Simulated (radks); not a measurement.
Spherical quantum dot in the effective-mass picture: electrons in a hard-walled sphere of radius 2.43, all in effective atomic units (hartree* = m*/eps^2 hartree, bohr* = eps/m* bohr), one dielectric constant everywhere. Calculated with a radial shooting solver with Libxc functionals: non-relativistic Kohn-Sham, PBEsol, spin-polarised, spherical densities. Levels are named by radial order and angular momentum (1s, 1p, 1d, 2s, ...), and open shells are averaged over m. Results are scaled to m* = 0.138 and eps = 17.7, for which hartree* = 11.99 meV and bohr* = 6.787 nm.

N = 21, configuration 1s2 1p6 1d10 1f(up 3, down 0). This is the lowest configuration that the search found. Occupied and some empty levels:

level    occupation  eigenvalue (meV)  <r> (nm)
1s up             1            145.67     10.42
1s down           1            146.30     10.37
1p up             3            151.91     11.09
1p down           3            152.63     11.07
1d up             5            161.95     11.59
1d down           5            162.72     11.57
1f up             3            175.26     11.98
1f down           0            176.08     11.97
2s up             0            178.33     7.538
2s down           0            178.58     7.555
1g up             0            191.58     12.29
1g down           0            192.42     12.29
2p up             0            196.84     8.668
2p down           0            197.19     8.667
2d up             0            218.45     9.412
2d down           0            218.88     9.407

Energy (meV): total 1961.22, kinetic 682.57, external 0, Hartree 1444.3, exchange-correlation -165.62.

Electron density:

r (nm)  n(r) (e/nm^3)
0.464       0.0001372
1.29        0.0001512
2.11        0.0001813
2.93        0.0002323
3.75        0.0003108
4.57        0.0004247
5.39        0.0005814
6.21        0.0007859
7.03         0.001037
7.85         0.001326
8.67         0.001630
9.50         0.001911
10.3         0.002116
11.1         0.002187
12.0         0.002073
12.8         0.001757
13.6         0.001277
14.4        0.0007362
15.2        0.0002820
16.1       0.00003287
